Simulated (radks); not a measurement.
Valence configurations of the europium ion Eu+ (all share [Xe]). Calculated with a radial shooting solver on a logarithmic mesh with Libxc functionals: scalar-relativistic Kohn-Sham, r2SCAN, spin-unpolarised, spherical densities, finite nucleus; meta-GGA in the generalised Kohn-Sham scheme; Fermi nuclear charge, rms radius 5.1115 fm. Energies are relative to 4f7 6s1; eigenvalues in eV.

| valence | E (eV) | e(4f) | e(5d) | e(6p) | e(6s) |
|---|---|---|---|---|---|
| 4f7 6s1 | 0.000 | -8.647 | - | - | -8.393 |
| 4f7.5 6s0.5 | 0.464 | -5.396 | - | - | -7.428 |
| 4f7 5d0.5 6s0.5 | 0.747 | -7.714 | -6.294 | - | -7.774 |
| 4f7 5d1 | 1.512 | -6.823 | -5.683 | - | - |
| 4f8 | 1.904 | -3.041 | - | - | - |
| 4f7 6p1 | 3.073 | -9.872 | - | -5.842 | - |
| 4f6 6s2 | 3.371 | -16.847 | - | - | -10.114 |
| 4f6 5d1 6s1 | 3.913 | -14.456 | -8.304 | - | -9.013 |
| 4f6 6s1 6p1 | 7.194 | -18.075 | - | -6.884 | -10.634 |
| 4f5 6s1 6p2 | 23.014 | -28.853 | - | -8.286 | -12.697 |

NIST lists [Xe] 4f7 6s1 as the ground configuration; this level of theory agrees among the configurations tried. The energies are those of spherical spin-averaged densities, not of single terms.
